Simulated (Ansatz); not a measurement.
# What each rung costs, and what it gives

Saddle point of SiH₅SBr, singlet (SiH₄S ([SiH3][SH]) + HBr → SiH₃Br ([SiH3][Br]) + H₂S; bonds formed: Si1–Br7, S2–H6; bonds broken: Si1–S2, H6–Br7), PBE0-D4/def2-TZVP structure:

```xyz
8
angstrom
Si -0.5121 -0.6717 -0.2697
S 1.4621 0.3223 0.5125
H -0.4167 -1.1980 -1.6443
H -0.1201 -1.8651 0.5647
H -1.7814 -0.2617 0.3636
H 0.9383 1.5374 0.0862
Br -0.6295 1.7370 -1.4084
H 1.0597 0.3997 1.7956
```

Barriers are electronic and count from the start structure reached by relaxing down the imaginary mode.

Ansatz 0.2.0; basis: as named in each row; cores frozen in the correlated methods. Filled d shells of the heavier atoms are correlated. The def2 sets are not built for correlating such inner shells, so the correlated values are less sure here. B3LYP uses VWN-RPA correlation. Extrapolation: Hartree–Fock as exp(−7.88 √X), correlation as X^−2.97.

Times are rough, for one single point on 4 threads of a shared host (Arm Neoverse V1).

The estimate by CCSD(T) at an estimated basis limit (MP2 extrapolated from triple and quadruple zeta, plus CCSD(T) − MP2 in triple zeta) is 1.178 eV.

| method | basis | time (s) | barrier (eV) | method less estimate |
| --- | --- | --- | --- | --- |
| HF | STO-3G | under 1 | 2.358 | 1.180 |
| PBE-D4 | STO-3G | under 1 | 1.370 | 0.192 |
| SPW92 | def2-SVP | under 1 | 0.912 | -0.266 |
| PBE-D4 | def2-SVP | under 1 | 1.084 | -0.094 |
| B3LYP-D4 | 6-31G | under 1 | 1.442 | 0.264 |
| PBE0-D4 | def2-SVP | under 1 | 1.183 | 0.006 |
| SPW92 | def2-TZVPP | under 1 | 0.796 | -0.382 |
| BLYP-D4 | def2-TZVPP | 2 | 1.077 | -0.101 |
| PBE-D4 | def2-TZVPP | 2 | 0.961 | -0.217 |
| B3LYP-D4 | def2-TZVPP | 2 | 1.144 | -0.034 |
| BHLYP-D4 | def2-TZVPP | 2 | 1.225 | 0.047 |
| PBE0-D4 | def2-TZVPP | 2 | 1.052 | -0.126 |
| CCSD(T) | def2-SVP | 3 | 1.463 | 0.285 |
| CAM-B3LYP-D4 | def2-TZVPP | 3 | 1.220 | 0.042 |
| RPA on PBE | def2-TZVPP | 3 | 1.282 | 0.104 |
| r2SCAN-D4 | def2-TZVPP | 4 | 1.048 | -0.130 |
| wB97M-V | def2-SVP | 4 | 1.268 | 0.090 |
| B2PLYP | def2-TZVPP | 4 | 1.221 | 0.043 |
| PBE-QIDH | def2-TZVPP | 4 | 1.148 | -0.030 |
| r2SCAN0-D4 | def2-TZVPP | 4 | 1.099 | -0.079 |
| wB97X-V | def2-TZVPP | 6 | 1.194 | 0.016 |
| B97M-V | def2-TZVPP | 7 | 1.202 | 0.024 |
| wB97M-V | def2-TZVPP | 8 | 1.140 | -0.038 |
| MP2 | def2-QZVPP | 14 | 1.172 | -0.006 |
| CCSD(T) | def2-TZVPP | 63 | 1.267 | 0.089 |

All methods are single points on the PBE0-D4 structures.

The T1 diagnostic stays at or below 0.011.

Labels in which every atom is bracketed show which atoms are joined, not bond orders.
